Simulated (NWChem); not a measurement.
Everything below was run with NWChem. System: ethylenediamine (C₂H₈N₂), charge 0, spin multiplicity 1, at a geometry optimised with PBE0/def2-SVP. Level: G0W0@CAM-B3LYP/def2-TZVP, RI basis def2-tzvp-rifit.

Job file:

```
start mol
memory heap 200 mb stack 700 mb global 1700 mb
geometry units angstroms nocenter noautoz
  N      0.276432    -1.839509    -0.051807
  C     -0.469069    -0.597862    -0.033168
  C      0.469069     0.597862    -0.033168
  N     -0.276432     1.839509    -0.051807
  H     -0.350324    -2.633467    -0.156569
  H      0.761990    -1.976423     0.833241
  H     -1.172259    -0.493801     0.825101
  H     -1.092151    -0.537120    -0.940115
  H      1.092151     0.537120    -0.940115
  H      1.172259     0.493801     0.825101
  H      0.350324     2.633467    -0.156569
  H     -0.761990     1.976423     0.833241
  symmetry group C2
end
basis spherical
  * library def2-tzvp
end
basis "ri basis" bse spherical
  * library def2-tzvp-rifit
end
dft
  xc xcamb88 1.00 lyp 0.81 vwn_5 0.19 hfexch 1.00
  cam 0.33 cam_alpha 0.19 cam_beta 0.46
  direct
  iterations 100
  tolerances tight
end
task dft energy
gw
  method cdgw
  states alpha occ 4 vir 2
end
task dft gw
```

Part of the output:

```
             Northwest Computational Chemistry Package (NWChem) 7.3.0
             --------------------------------------------------------

                                NWChem Input Module
                                -------------------

 Scaling coordinates for geometry "geometry" by  1.889725989
 (inverse scale =  0.529177249)

 Turning off AUTOSYM since
 SYMMETRY directive was detected!

                             Geometry "geometry" -> ""
                             -------------------------

 Output coordinates in angstroms (scale by  1.889725989 to convert to a.u.)

  No.       Tag          Charge          X              Y              Z
 ---- ---------------- ---------- -------------- -------------- --------------
    1 N                    7.0000     0.27643200    -1.83950900    -0.05180700
    2 C                    6.0000    -0.46906900    -0.59786200    -0.03316800
    3 C                    6.0000     0.46906900     0.59786200    -0.03316800
    4 N                    7.0000    -0.27643200     1.83950900    -0.05180700
    5 H                    1.0000    -0.35032400    -2.63346700    -0.15656900
    6 H                    1.0000     0.76199000    -1.97642300     0.83324100
    7 H                    1.0000    -1.17225900    -0.49380100     0.82510100
    8 H                    1.0000    -1.09215100    -0.53712000    -0.94011500
    9 H                    1.0000     1.09215100     0.53712000    -0.94011500
   10 H                    1.0000     1.17225900     0.49380100     0.82510100
   11 H                    1.0000     0.35032400     2.63346700    -0.15656900
   12 H                    1.0000    -0.76199000     1.97642300     0.83324100

 Effective nuclear repulsion energy (a.u.)     132.2959177697

            Nuclear Dipole moment (a.u.)
            ----------------------------
        X                 Y               Z
 ---------------- ---------------- ----------------
     0.0000000000    -0.0000000000     0.0000037795

      Symmetry information
      --------------------

 Group name             C2
 Group number              4
 Group order               2
 No. of unique centers     6

      Symmetry unique atoms

     1    2    5    6    7    8


 Summary of "ao basis" -> "" (spherical)
 ------------------------------------------------------------------------------
       Tag                 Description            Shells   Functions and Types
 ---------------- ------------------------------  ------  ---------------------
 *                         def2-tzvp                  on all atoms

 new library libraries.bse/

 Summary of "ri basis" -> "" (spherical)
 ------------------------------------------------------------------------------
       Tag                 Description            Shells   Functions and Types
 ---------------- ------------------------------  ------  ---------------------
 *                      def2-tzvp-rifit               on all atoms

                                 NWChem DFT Module
                                 -----------------

 Summary of "ao basis" -> "ao basis" (spherical)
 ------------------------------------------------------------------------------
       Tag                 Description            Shells   Functions and Types
 ---------------- ------------------------------  ------  ---------------------
 N                         def2-tzvp                11       31   5s3p2d1f
 C                         def2-tzvp                11       31   5s3p2d1f
 H                         def2-tzvp                 4        6   3s1p
[...]
  ----- ------------  ---------------      ----- ------------  ---------------
     8      0.211558   1 N  pz              101      0.211558   4 N  pz
    14      0.189433   1 N  pz              107      0.189433   4 N  pz
     6     -0.171917   1 N  px               11      0.172506   1 N  pz
    99      0.171917   4 N  px              104      0.172506   4 N  pz
    12     -0.146549   1 N  px              105      0.146549   4 N  px

 Vector   18  Occ=0.000000D+00  E= 6.699977D-02  Symmetry=a
              MO Center=  9.6D-15,  2.7D-15,  7.5D-01, r^2= 8.4D+00
   Bfn.  Coefficient  Atom+Function         Bfn.  Coefficient  Atom+Function
  ----- ------------  ---------------      ----- ------------  ---------------
    36      1.724127   2 C  s                67      1.724127   3 C  s
   139     -1.170384   7 H  s               157     -1.170384  10 H  s
     5      0.921924   1 N  s                98      0.921924   4 N  s
   145     -0.786845   8 H  s               151     -0.786845   9 H  s
   133     -0.778243   6 H  s               169     -0.778243  12 H  s

 Vector   19  Occ=0.000000D+00  E= 7.461038D-02  Symmetry=b
              MO Center=  6.4D-17,  3.8D-15,  3.5D-01, r^2= 1.0D+01
   Bfn.  Coefficient  Atom+Function         Bfn.  Coefficient  Atom+Function
  ----- ------------  ---------------      ----- ------------  ---------------
     5      1.436148   1 N  s                98     -1.436148   4 N  s
    36      0.993631   2 C  s                67     -0.993631   3 C  s
   127     -0.967205   5 H  s               163      0.967205  11 H  s
   133     -0.792828   6 H  s               169      0.792828  12 H  s
    44      0.430311   2 C  py               75      0.430311   3 C  py

 Vector   20  Occ=0.000000D+00  E= 1.134237D-01  Symmetry=b
              MO Center= -2.1D-13, -5.2D-13,  4.8D-01, r^2= 8.2D+00
   Bfn.  Coefficient  Atom+Function         Bfn.  Coefficient  Atom+Function
  ----- ------------  ---------------      ----- ------------  ---------------
    36      4.203507   2 C  s                67     -4.203507   3 C  s
   139     -1.470373   7 H  s               157      1.470373  10 H  s
   145     -1.297789   8 H  s               151      1.297789   9 H  s
   133      0.868585   6 H  s               169     -0.868585  12 H  s
     5     -0.758264   1 N  s                98      0.758264   4 N  s

 center of mass
 --------------
 x =   0.00000000 y =   0.00000000 z =  -0.03507219

 moments of inertia (a.u.)
 ------------------
         467.646697236692          22.631273810975           0.000000000000
          22.631273810975          66.764612848008           0.000000000000
           0.000000000000           0.000000000000         500.961582733890

     Multipole analysis of the density
     ---------------------------------

     L   x y z        total         alpha         beta         nuclear
     -   - - -        -----         -----         ----         -------
     0   0 0 0     -0.000000    -17.000000    -17.000000     34.000000

     1   1 0 0      0.000000      0.000000      0.000000      0.000000
     1   0 1 0      0.000000      0.000000      0.000000     -0.000000
     1   0 0 1      0.779099      0.389547      0.389547      0.000004

     2   2 0 0    -20.833799    -28.720024    -28.720024     36.606249
     2   1 1 0      2.889299      6.068578      6.068578     -9.247856
     2   1 0 1     -0.000000     -0.000000     -0.000000     -0.000000
     2   0 2 0    -17.423593   -141.572962   -141.572962    265.722331
     2   0 1 1     -0.000000     -0.000000     -0.000000      0.000000
     2   0 0 2    -19.888058    -18.188905    -18.188905     16.489752

 Task  times  cpu:      100.0s     wall:      100.0s

                                NWChem Input Module
                                -------------------

                                 NWChem GW Module
                                 ----------------

                             ***********************
                             ***        GW       ***
                             ***********************

 Summary of "ri basis" -> "ri basis" (spherical)
 ------------------------------------------------------------------------------
       Tag                 Description            Shells   Functions and Types
 ---------------- ------------------------------  ------  ---------------------
 N                      def2-tzvp-rifit             22       76   8s6p4d3f1g
 C                      def2-tzvp-rifit             22       76   8s6p4d3f1g
 H                      def2-tzvp-rifit              7       15   4s2p1d

  int_init: cando_txs set to always be  F
  int_init: cando_txs set to always be  F

                 Memory Information
                 ------------------
          Available GA per process is          1699.8 MBs
          Available stack per process is        700.0 MBs
          Available heap per process is           0.0 MBs

          Peak memory in Initialization
              Peak GA per process is                 12.2 MBs
              Peak stack per process is               0.4 MBs
              Peak heap per process is               12.6 MBs
              Memory not in MA per process            0.0 MBs

          Peak memory in CDGW Calculation
              Peak GA per process is                 15.1 MBs
              Peak stack per process is               2.8 MBs
              Peak heap per process is                3.3 MBs
              Memory not in MA per process            0.0 MBs

          Computing 2-center integrals
          Computing Inverse Cholesky factor
          Computing 3-center integrals
          Computing Vxc

          Computing Sigma_x
          Computing W(iw) on the imaginary grid
          Solving quasiparticle equations

                  Alpha Orbitals
          State     Energy (eV)     Error (eV)
          -----------------------------------
@GW        14        -12.509           0.003
@GW        15        -12.614           0.003
@GW        16         -9.637           0.003
@GW        17         -9.390           0.003
@GW        18          2.857           0.002
@GW        19          3.114           0.003

     GW Timing Statistics
   ------------------------
   Init.   :          0.0s
     ERIs  :          1.6s
     Distr.:          0.0s
     Vxc   :          8.8s
   Vmo     :          0.0s
   iW      :          2.6s
   I_n     :          0.0s
   R_n     :          0.2s
   GW total:         13.3s

 Task  times  cpu:       13.3s     wall:       13.3s

 Total times  cpu:      113.3s     wall:      113.3s
```
